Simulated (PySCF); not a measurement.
Broadened absorption spectrum of In(H2S)Cl3

In(H2S)Cl3.
Structure used (PBE0-D3(BJ)/def2-SVP), in Å, numbered top down from 1:
```xyz
7
Cl3H2InS angstrom
In     0.3036   -0.2417   -1.0420
S     -0.0173   -0.2199    1.6913
H      0.2155    1.1097    1.7867
H     -1.3530   -0.0387    1.5720
Cl     2.6297   -0.1188   -1.2108
Cl    -0.9104    1.7353   -1.3788
Cl    -0.8681   -2.2259   -1.4185
```

Theory: PySCF 2.14.0, density-fitted response routines, TDDFT wB97X-D/def2-SVPD, vertical, gas phase, core orbitals frozen in the response, def2 core potentials past Kr. Spin–orbit coupling is left out.

Computed states:

| state | E (eV) | f |
| --- | --- | --- |
| S1 | 5.56 | 0.0000 |
| S2 | 5.71 | 0.0040 |
| S3 | 5.73 | 0.011 |
| S4 | 5.77 | 0.057 |
| S5 | 5.83 | 0.069 |
| S6 | 5.88 | 0.130 |
| S7 | 6.89 | 0.0000 |
| S8 | 7.28 | 0.141 |
| S9 | 7.37 | 0.154 |
| S10 | 7.41 | 0.175 |

Broadening: Gaussians 0.5 eV wide at half height, area fixed by f = 4.319×10⁻⁹ ∫ε dν̃. The width is an assumption, not a result. The curve ends short of the highest state used, and states not computed would add to its high-energy end.

Question: Give the broadened spectrum and its maxima.

Answer: 
```json
{"λ (nm)": "182.1", "ε (L mol⁻¹ cm⁻¹)": "1062"}
{"λ (nm)": "184.7", "ε (L mol⁻¹ cm⁻¹)": "328"}
{"λ (nm)": "187.3", "ε (L mol⁻¹ cm⁻¹)": "106"}
{"λ (nm)": "189.9", "ε (L mol⁻¹ cm⁻¹)": "105"}
{"λ (nm)": "192.5", "ε (L mol⁻¹ cm⁻¹)": "294"}
{"λ (nm)": "195.2", "ε (L mol⁻¹ cm⁻¹)": "844"}
{"λ (nm)": "197.8", "ε (L mol⁻¹ cm⁻¹)": "1960"}
{"λ (nm)": "200.4", "ε (L mol⁻¹ cm⁻¹)": "3860"}
{"λ (nm)": "203.0", "ε (L mol⁻¹ cm⁻¹)": "6521"}
{"λ (nm)": "205.6", "ε (L mol⁻¹ cm⁻¹)": "9556"}
{"λ (nm)": "208.2", "ε (L mol⁻¹ cm⁻¹)": "12278"}
{"λ (nm)": "210.8", "ε (L mol⁻¹ cm⁻¹)": "13967"}
{"λ (nm)": "213.4", "ε (L mol⁻¹ cm⁻¹)": "14194"}
{"λ (nm)": "216.0", "ε (L mol⁻¹ cm⁻¹)": "12995"}
{"λ (nm)": "218.7", "ε (L mol⁻¹ cm⁻¹)": "10704"}
{"λ (nm)": "221.3", "ε (L mol⁻¹ cm⁻¹)": "8108"}
{"λ (nm)": "223.9", "ε (L mol⁻¹ cm⁻¹)": "5653"}
{"λ (nm)": "226.5", "ε (L mol⁻¹ cm⁻¹)": "3651"}
{"λ (nm)": "229.1", "ε (L mol⁻¹ cm⁻¹)": "2196"}
{"λ (nm)": "231.7", "ε (L mol⁻¹ cm⁻¹)": "1236"}
{"λ (nm)": "234.3", "ε (L mol⁻¹ cm⁻¹)": "655"}
{"λ (nm)": "236.9", "ε (L mol⁻¹ cm⁻¹)": "328"}
{"λ (nm)": "239.5", "ε (L mol⁻¹ cm⁻¹)": "156"}
{"λ (nm)": "242.1", "ε (L mol⁻¹ cm⁻¹)": "70"}
{"λ (nm)": "244.8", "ε (L mol⁻¹ cm⁻¹)": "29"}
{"λ (nm)": "247.4", "ε (L mol⁻¹ cm⁻¹)": "12"}
{"λ (nm)": "250.0", "ε (L mol⁻¹ cm⁻¹)": "5"}
{"λ (nm)": "252.6", "ε (L mol⁻¹ cm⁻¹)": "2"}
{"λ (nm)": "255.2", "ε (L mol⁻¹ cm⁻¹)": "1"}
{"λ (nm)": "257.8", "ε (L mol⁻¹ cm⁻¹)": "0"}
```

Maxima: 212 nm (5.83 eV), ε about 14000, made up of S4 (21%), S5 (26%) and S6 (48%) (ε in L mol⁻¹ cm⁻¹; maxima over ε = 5, shares over 10%). At its high-energy end, 6.81 eV, the curve is still rising (ε about 1100, from S8, S9 and S10).

Question: Coming from long wavelengths, where does ε first pass 100 L mol⁻¹ cm⁻¹?

Answer: At about 241 nm (5.15 eV), 0.41 eV below S1.

Question: On this curve, what absorbance would a 10⁻³ mol/L sample give at 193 nm over a 1 cm path?

Answer: 193 nm is 6.424 eV, where ε is about 360 L mol⁻¹ cm⁻¹, so A = ε c l ≈ 0.36 (Beer–Lambert, with the gas-phase spectrum and the assumed width).

Question: What would ε be at 5.83 eV, the highest of these maxima, with half the width (0.25 eV)?

Answer: About 26500 L mol⁻¹ cm⁻¹ against 14300, a factor of about 1.9; a lone state at its own centre would give exactly 2.

On one thread, Arm Neoverse V2, on a shared host, this took 2.1 min wall.
